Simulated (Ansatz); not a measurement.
Job for Ansatz (a program for electronic structure): R-CCSD(T)/cc-pVDZ on C2H6O (SMILES CCO).

Ansatz 0.2 input:
```yaml
crystal:
  periodic: [false, false, false]
  atoms:
    - {symbol: C, position_ang: [-0.86945485, 0.22543586, 0.19975192]}
    - {symbol: C, position_ang: [0.38903465, -0.35355650, -0.42415182]}
    - {symbol: O, position_ang: [1.56358009, 0.37351086, -0.07471322]}
    - {symbol: H, position_ang: [-1.75315179, -0.32632931, -0.12962711]}
    - {symbol: H, position_ang: [-0.98966573, 1.27293145, -0.08063469]}
    - {symbol: H, position_ang: [-0.82904571, 0.16567534, 1.29102275]}
    - {symbol: H, position_ang: [0.49574485, -1.41155841, -0.15296266]}
    - {symbol: H, position_ang: [0.33269018, -0.30107556, -1.51231649]}
    - {symbol: H, position_ang: [1.66016832, 0.35496626, 0.88363132]}
basis:
  gaussian:
    orbitals: cc-pVDZ
magnetization: {spin_polarized: false}
correlation: {method: ccsd_t, electrons: outside_noble_gas}
scf: {lower_state_search: off}
```

It printed:

```
WARN ansatz: RAYON_NUM_THREADS=4 ignored (pool sized by the plan → 4); use --threads N
Functional definition: HF
these checks for a lower state are left out or cut short: stability, starts, cluster_reference, orbital_swaps, neighbouring_geometries, increment
integrals: 0.05 GiB planned
648 factors; integrals over basis functions are off by at most 1.3e-3 eV
mean field: 0.11 GiB planned
mean field evaluation 1: about -4190.8616 eV, gradient 3.1e1 eV
mean field evaluation 2: about -4190.8629 eV, gradient 3.1e1 eV
mean field evaluation 4: about -4193.0296 eV, gradient 3.1e0 eV
mean field evaluation 8: about -4193.0577 eV, gradient 8.5e-5 eV
mean field -4193.05765707 eV, -154.0920267409 hartree, gradient 2.6e-6 eV, S^2 0.000000; 0 other end points of the search recorded, 0 dependent functions left out
3 core orbitals not correlated
reference -4193.05765707 eV, -154.0920267409 hartree; 10, 10 occupied and 59, 59 virtual orbitals, 648 factors
second order -13.09145360 eV of doubles, -0.00000000 eV of singles
coupled cluster: 0.19 GiB planned
cycle   1  -13.72701082 eV  change   -6.4e-1 eV  update   6.9e-2
cycle   2  -14.05890483 eV  change   -3.3e-1 eV  update   2.0e-2
cycle   3  -14.11818239 eV  change   -5.9e-2 eV  update   8.3e-3
cycle   4  -14.11815396 eV  change    2.8e-5 eV  update   1.9e-3
cycle   5  -14.11875723 eV  change   -6.0e-4 eV  update   7.1e-4
cycle   6  -14.11898380 eV  change   -2.3e-4 eV  update   2.2e-4
cycle   7  -14.11889661 eV  change    8.7e-5 eV  update   8.3e-5
cycle   8  -14.11887561 eV  change    2.1e-5 eV  update   2.8e-5
cycle   9  -14.11887538 eV  change    2.3e-7 eV  update   9.3e-6
perturbative correction -0.34383934 eV, -0.0126358625 hartree
Total energy: -4207.52037179 eV, -154.6235217037 hartree
Checks for a lower state left out: stability, starts, cluster_reference, orbital_swaps, neighbouring_geometries, increment
```

The calculation finished and met its thresholds.

Cost: very roughly 4 core-seconds.
